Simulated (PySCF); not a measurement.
**Orbital energies and ionisation energy**

Species: C7H10.
Cartesian coordinates in Å at the PBE0-D3(BJ)/def2-SVP level; atoms count from 1:
```
atom  x, y, z in Å
C1    -1.2039   -1.2678   -1.1584
C2    -1.4920   -0.2185   -0.3775
C3    -0.5995    0.9071   -0.0747
C4    -1.0649    1.9578    0.6273
C5     0.7942    0.9083   -0.5896
C6     1.7596    0.0402   -0.2580
C7     1.6510   -1.0898    0.7101
H8    -0.2282   -1.3677   -1.6415
H9    -1.9419   -2.0525   -1.3399
H10   -2.4876   -0.1524    0.0770
H11   -2.0950    1.9782    0.9948
H12   -0.4315    2.8193    0.8528
H13    1.0453    1.7164   -1.2861
H14    2.7427    0.1839   -0.7227
H15    1.8068   -2.0596    0.2075
H16    2.4335   -1.0103    1.4828
H17    0.6725   -1.1190    1.2073
```

Level: wB97X-D/def2-SVPD (PySCF). Frontier orbitals with their largest atomic shares (Löwdin; up to four atoms above 4 %):

```
orbital  ε (eV)                          main atoms
 HOMO−3  -11.39  C3 19 %, C2 16 %, C4 11 %, C6 10 %
 HOMO−2  -10.94  C2 19 %, C3 18 %, C5 12 %, C1 10 %
 HOMO−1   -9.23    C5 29 %, C6 26 %, C2 9 %, C1 9 %
   HOMO   -8.34                                   ?
   LUMO    0.76  C4 25 %, C1 20 %, C3 17 %, C2 12 %
 LUMO+1    2.05   C6 26 %, C5 24 %, C2 10 %, C1 7 %
 LUMO+2    2.48  C7 13 %, C4 12 %, C1 10 %, C6 10 %
```

What vertical ionisation energy does ΔSCF give, and how far is −ε(HOMO) from it?

ΔSCF: 8.44 eV (814 kJ/mol; threshold wavelength 147 nm); ⟨S²⟩ of the doublet left behind is 0.777, against 0.75 for a pure doublet. −ε(HOMO) is 8.34 eV, 0.10 eV below it. In exact Kohn–Sham theory the two would be equal; wB97X-D (range-separated hybrid) comes within 0.10 eV of that here.

On which atoms does the HOMO lie?

C4 (terminal =CH2 carbon) 25 %, C1 (terminal =CH2 carbon) 18 %, C3 (fully substituted alkene carbon) 17 %, C2 (alkene CH carbon) 13 %, so no atom holds as much as 40 %. The HOMO−1 lies 0.89 eV lower.

With α = 89.6 au, estimate the like-pair dispersion coefficient by London's formula C6 = (3/4)α²I.

I = 0.3102 Eh, so C6 ≈ 1870 au, a rough estimate.

What total energies stand behind the ΔSCF value?

E(N) = -272.41777 Eh and E(N − 1) = -272.10759 Eh at the same geometry, 0.31018 Eh apart.

Shift the occupied levels rigidly so that −ε(HOMO) equals the ΔSCF value. What binding energies result?

The shift is +0.10 eV: HOMO 8.44, HOMO−1 9.33, HOMO−2 11.04, HOMO−3 11.49 eV. A rigid shift is only a rough guide to the deeper ionisations.

How many of the 10 lowest singlet excitations (vertical TDDFT, same level) lie below the ionisation energy?

All 10; they run from 5.42 to 7.77 eV.

The structure is a single PBE0-D3(BJ)/def2-SVP conformer in the gas phase; no vibrational or solvent corrections.

wB97X-D is run here without its empirical dispersion term; that term would change no orbital, density or response property at a fixed geometry.
